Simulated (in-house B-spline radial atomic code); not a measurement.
**The cobalt ion Co²⁺: [He] 2s2 (2p1/2)1 (2p3/2)3 3s2 3p6 3d7 4s2 (with a hole in an inner shell)**

Method: Dirac-Hartree-Fock, average of the jj configuration, Fermi nucleus of rms radius 3.7875 fm. Calculated with a B-spline radial code for spherical atoms.

Effective charges: Z_r = [3n² - l(l+1)]/(2<r>) from the radius, Z_e = n√(-2ε) from the energy, and Slater's rules. Values are occupation-weighted means over j.

```
shell  electrons   ε (eV)  <r> (bohr)    Z_r    Z_e  Slater
   1s          2    -7965     0.05604  26.77  24.20   26.70
   2s          2  -1066.8      0.2487  24.13  17.71   23.55
   2p          4   -949.1        0.22  22.73  16.70   23.55
   3s          2  -171.77      0.7299  18.50  10.66   17.45
   3p          6   -127.7      0.7531  16.60   9.19   17.45
   3d          7  -60.042      0.8021  13.09   6.30    8.90
   4s          2    -28.8       2.244  10.69   5.82    5.90
```

The least bound orbital is 4s1/2 at -28.8 eV, and it is also the most diffuse (<r> = 2.244 bohr). The part-filled 2p shell lies below the filled 4s shell in orbital energy.

For the 1s electron the small component carries 0.948 % of the norm, the zero-frequency Breit interaction raises the level by 8.931 eV, self-energy by 4.703 eV, and vacuum polarisation lowers it by 0.4096 eV.
